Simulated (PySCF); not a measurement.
**Continuum solvent and chemical shifts**

Atom-mapped SMILES (the numbers label the heavy atoms): `[CH3:1][C:2](=[S:3])[CH:4]1[CH2:5][O:6][CH2:7]1`; H(Xn) means a hydrogen on atom n. Ha(C5), Ha(C7) are cis to C2 on the ring; Hb(C5), Hb(C7) are trans to C2 on the ring.

GIAO PBE0/pcSseg-1 in PySCF 2.14 on one PBE0-D3(BJ)/def2-SVP conformer, non-relativistic, equivalent nuclei averaged. Solvents enter as an IEF-PCM continuum (benzene with ε = 2.3, acetonitrile with ε = 35.7) around the gas-phase geometry. Shifts are referred to TMS, CS2 computed in the same medium.

In benzene, δ in ppm: C2 278.8, C5/C7 76.9, C4 63.1, C1 38.1, S3 931.1, Hb(C5)/Hb(C7) 5.10, Ha(C5)/Ha(C7) 4.50, H(C4) 4.01, H(C1) 3.39. Dipole moment 1.65 D.

Question: How does each δ change in the more polar medium?

Answer: 
```
        atoms                         environment  Δδ, acetonitrile
           C2                 thiocarbonyl carbon              +5.9
        C5/C7                 sp3 CH2 bonded to O              +0.9
           C4                    sp3 CH in a ring              +1.4
           C1                       methyl carbon              +1.7
           S3                       thione sulfur             -86.6
Hb(C5)/Hb(C7)  hydrogen on an sp3 CH2 bonded to O             +0.11
Ha(C5)/Ha(C7)  hydrogen on an sp3 CH2 bonded to O             +0.11
        H(C4)     hydrogen on an sp3 CH in a ring             +0.07
        H(C1)         hydrogen on a methyl carbon             +0.08
```

Changes are relative to benzene. The dipole moment becomes 2.11 D in acetonitrile.

Question: Which nuclei move most (in ppm), and what does the model miss?

Answer: S3 (thione sulfur, -86.6 ppm) in acetonitrile. A continuum only polarises the solute; specific hydrogen bonds, the anisotropy of aromatic solvents and changes of geometry or conformer are outside it.
